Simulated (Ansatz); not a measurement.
Input and output for C6H18N4W, SMILES `C[N]=[W](=[N]C)([N](C)C)[N](C)C`.

```yaml
crystal:
  periodic: [false, false, false]
  atoms:
    - {symbol: C, position_ang: [1.639316, 2.477668, 2.943873]}
    - {symbol: N, position_ang: [1.039812, 1.301416, 1.764305]}
    - {symbol: W, position_ang: [-0.043131, 0.365550, 0.087039]}
    - {symbol: N, position_ang: [-1.391350, 1.687113, -1.052130]}
    - {symbol: C, position_ang: [-2.294655, 3.102492, -1.613517]}
    - {symbol: N, position_ang: [-1.422737, -1.442999, 1.029691]}
    - {symbol: C, position_ang: [-1.013618, -2.339170, 2.541478]}
    - {symbol: C, position_ang: [-2.961154, -2.028183, 0.290321]}
    - {symbol: N, position_ang: [1.648578, -0.481779, -1.488683]}
    - {symbol: C, position_ang: [3.314181, -0.981875, -1.007518]}
    - {symbol: C, position_ang: [1.368171, -0.675557, -3.260640]}
    - {symbol: H, position_ang: [1.339502, 2.082374, 4.222128]}
    - {symbol: H, position_ang: [3.002817, 2.597539, 2.862817]}
    - {symbol: H, position_ang: [1.098534, 3.722113, 2.753760]}
    - {symbol: H, position_ang: [-1.982984, 3.394330, -2.916497]}
    - {symbol: H, position_ang: [-3.645179, 2.871992, -1.558572]}
    - {symbol: H, position_ang: [-2.030050, 4.216512, -0.861078]}
    - {symbol: H, position_ang: [0.115067, -1.833890, 3.112818]}
    - {symbol: H, position_ang: [-0.806263, -3.674325, 2.289882]}
    - {symbol: H, position_ang: [-2.035922, -2.248578, 3.456496]}
    - {symbol: H, position_ang: [-2.863765, -3.345871, -0.088044]}
    - {symbol: H, position_ang: [-3.279158, -1.292014, -0.810854]}
    - {symbol: H, position_ang: [-4.001209, -1.934592, 1.184815]}
    - {symbol: H, position_ang: [3.528046, -2.315566, -1.261433]}
    - {symbol: H, position_ang: [3.519676, -0.763795, 0.321347]}
    - {symbol: H, position_ang: [4.260476, -0.274092, -1.710479]}
    - {symbol: H, position_ang: [2.296579, 0.035240, -3.984106]}
    - {symbol: H, position_ang: [1.472516, -1.991943, -3.641646]}
    - {symbol: H, position_ang: [0.127903, -0.230122, -3.605575]}
basis:
  gaussian: {orbitals: def2-TZVPD}
hamiltonian: {xc: {name: BHLYP}, dispersion: d3bj, pseudopotentials: {relativity: none}}
output: {forces: true}
```

```sh
$ ansatz run in.yaml --threads 11 --pin off --events-out ev --progress --plain --max-ram 174080MiB --backend cuda --devices 0, --max-vram 75GiB
```

Shortened log:

```
Functional definition: BHLYP
3539 factors; their error is unknown
mean field evaluation 1: about -14225.7027 eV, gradient 1.2e2 eV
mean field evaluation 2: about -13878.2570 eV, gradient 3.7e2 eV
mean field evaluation 4: about -14254.6274 eV, gradient 6.2e1 eV
mean field evaluation 8: about -14262.4268 eV, gradient 9.0e-1 eV
mean field evaluation 16: about -14262.4561 eV, gradient 1.0e-1 eV
mean field evaluation 32: about -14262.4562 eV, gradient 6.6e-5 eV
mean field -14262.45616336 eV, -524.1355965633 hartree, gradient 2.7e-5 eV, S^2 0.000000; 0 other end points of the search recorded, 0 dependent functions left out
reference -14262.45655819 eV, -524.1356110732 hartree; 48, 48 occupied and 527, 527 virtual orbitals, 3539 factors
Total energy: -14263.38896768 eV, -524.1698764898 hartree
Atom 0 at     1.639316     2.477668     2.943873 Å, force     0.116921     0.700066     0.409540 eV/Å
Atom 1 at     1.039812     1.301416     1.764305 Å, force    -2.258161    -0.959416    -3.119796 eV/Å
Atom 2 at    -0.043131     0.365550     0.087039 Å, force    -0.570056     4.858277     1.158931 eV/Å
Atom 3 at    -1.391350     1.687113    -1.052130 Å, force     2.574804    -1.724457     2.480503 eV/Å
Atom 4 at    -2.294655     3.102492    -1.613517 Å, force    -0.288226     0.764835    -0.060070 eV/Å
Atom 5 at    -1.422737    -1.442999     1.029691 Å, force    -0.315640    -0.537297     0.201048 eV/Å
Atom 6 at    -1.013618    -2.339170     2.541478 Å, force    -0.059123    -0.357419     0.472787 eV/Å
Atom 7 at    -2.961154    -2.028183     0.290321 Å, force    -0.520324    -0.283646    -0.060564 eV/Å
Atom 8 at     1.648578    -0.481779    -1.488683 Å, force     0.415487    -0.307324    -0.401995 eV/Å
Atom 9 at     3.314181    -0.981875    -1.007518 Å, force     0.572364    -0.159065    -0.044647 eV/Å
Atom 10 at     1.368171    -0.675557    -3.260640 Å, force     0.111468    -0.086475    -0.578528 eV/Å
Atom 11 at     1.339502     2.082374     4.222128 Å, force     0.893781     1.109377    -4.713717 eV/Å
Atom 12 at     3.002817     2.597539     2.862817 Å, force    -4.877475    -0.678211     0.002494 eV/Å
Atom 13 at     1.098534     3.722113     2.753760 Å, force     1.778272    -4.541349     0.454922 eV/Å
Atom 14 at    -1.982984     3.394330    -2.916497 Å, force    -0.866756    -1.332149     4.660742 eV/Å
Atom 15 at    -3.645179     2.871992    -1.558572 Å, force     4.900698     0.479935    -0.050716 eV/Å
Atom 16 at    -2.030050     4.216512    -0.861078 Å, force    -0.763011    -4.128955    -2.522325 eV/Å
Atom 17 at     0.115067    -1.833890     3.112818 Å, force    -4.030306    -1.578014    -2.292789 eV/Å
Atom 18 at    -0.806263    -3.674325     2.289882 Å, force    -0.760554     4.725700     0.650753 eV/Å
Atom 19 at    -2.035922    -2.248578     3.456496 Å, force     3.470604    -0.185082    -3.349052 eV/Å
Atom 20 at    -2.863765    -3.345871    -0.088044 Å, force    -0.113935     4.622767     1.396831 eV/Å
Atom 21 at    -3.279158    -1.292014    -0.810854 Å, force     1.413606    -2.446920     4.000808 eV/Å
Atom 22 at    -4.001209    -1.934592     1.184815 Å, force     3.785068    -0.235741    -2.985540 eV/Å
Atom 23 at     3.528046    -2.315566    -1.261433 Å, force    -0.975745     4.659939     0.816669 eV/Å
Atom 24 at     3.519676    -0.763795     0.321347 Å, force    -1.048149    -0.651225    -4.740156 eV/Å
Atom 25 at     4.260476    -0.274092    -1.710479 Å, force    -3.480841    -2.364641     2.363843 eV/Å
Atom 26 at     2.296579     0.035240    -3.984106 Å, force    -3.166112    -2.414966     2.727510 eV/Å
Atom 27 at     1.472516    -1.991943    -3.641646 Å, force    -0.330905     4.558296     1.564217 eV/Å
Atom 28 at     0.127903    -0.230122    -3.605575 Å, force     4.392248    -1.506839     1.558297 eV/Å
Dipole moment:    -0.029358     0.251687     0.060113 e Å
```

It took 6 s on 11 threads of an AMD EPYC 7R13 on a shared host and a whole NVIDIA H100 80 GB, with 1.9 GiB of host memory at the peak.
